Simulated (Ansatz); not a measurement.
Ansatz (a program for electronic structure) input (PBE/def2-SVP):

Ansatz 0.2 input:
```yaml
crystal:
  periodic: [false, false, false]
  atoms:
    - {symbol: C, position_ang: [0.59509000, 2.32986200, 0.64063000]}
    - {symbol: C, position_ang: [0.29563400, 1.15744800, 0.31825700]}
    - {symbol: B, position_ang: [-0.05764200, -0.22567800, -0.06205400]}
    - {symbol: C, position_ang: [1.05072600, -1.34911900, -0.33137500]}
    - {symbol: C, position_ang: [-1.57545200, -0.70525500, -0.23350500]}
    - {symbol: H, position_ang: [1.02463800, -2.09146800, 0.47887200]}
    - {symbol: H, position_ang: [2.06400300, -0.94707300, -0.37868700]}
    - {symbol: H, position_ang: [0.85139100, -1.91128600, -1.25358100]}
    - {symbol: H, position_ang: [-2.29864100, 0.02843100, 0.12609300]}
    - {symbol: H, position_ang: [-1.78499100, -0.88542100, -1.29741200]}
    - {symbol: H, position_ang: [-1.76417900, -1.66241000, 0.27094100]}
basis:
  gaussian:
    orbitals: def2-SVP
hamiltonian:
  xc: {name: PBE}
total_charge: -1
output: {forces: true}
```

Output:

```
Functional definition: PBE
integrals: 0.04 GiB planned
1134 factors; their error is unknown
mean field: 0.26 GiB planned
mean field evaluation 1: about -4900.1135 eV, gradient 5.8e1 eV
mean field evaluation 2: about -4828.1800 eV, gradient 1.2e2 eV
mean field evaluation 4: about -4908.6423 eV, gradient 1.7e1 eV
mean field evaluation 8: about -4909.8283 eV, gradient 1.7e-1 eV
mean field evaluation 16: about -4909.7874 eV, gradient 7.3e-4 eV
mean field -4909.78739891 eV, -180.4313589366 hartree, gradient 4.5e-5 eV, S^2 0.000000; 0 other end points of the search recorded, 0 dependent functions left out
the calculation of the forces begins
reference -4909.78742955 eV, -180.4313600625 hartree; 18, 18 occupied and 82, 82 virtual orbitals, 1134 factors
Total energy: -4909.78742955 eV, -180.4313600625 hartree
Atom 0 at     0.595090     2.329862     0.640630 Å, force     0.506772     1.984083     0.545553 eV/Å
Atom 1 at     0.295634     1.157448     0.318257 Å, force    -0.380273    -1.488823    -0.409374 eV/Å
Atom 2 at    -0.057642    -0.225678    -0.062054 Å, force    -0.038645    -0.151301    -0.041602 eV/Å
Atom 3 at     1.050726    -1.349119    -0.331375 Å, force    -0.234049     0.250146     0.012813 eV/Å
Atom 4 at    -1.575452    -0.705255    -0.233505 Å, force     0.320867     0.089758     0.080649 eV/Å
Atom 5 at     1.024638    -2.091468     0.478872 Å, force    -0.017378    -0.379442     0.392225 eV/Å
Atom 6 at     2.064003    -0.947073    -0.378687 Å, force     0.555403     0.208033    -0.019340 eV/Å
Atom 7 at     0.851391    -1.911286    -1.253581 Å, force    -0.096406    -0.309203    -0.453902 eV/Å
Atom 8 at    -2.298641     0.028431     0.126093 Å, force    -0.401112     0.396038     0.185438 eV/Å
Atom 9 at    -1.784991    -0.885421    -1.297412 Å, force    -0.106221    -0.104467    -0.525283 eV/Å
Atom 10 at    -1.764179    -1.662410     0.270941 Å, force    -0.108958    -0.494822     0.232823 eV/Å
Dipole moment:    -0.384577    -1.505671    -0.414006 e Å
```

The dipole moment of an ion depends on the origin.

The geometry given is a B3LYP-D3(BJ)/def2-TZVP minimum.
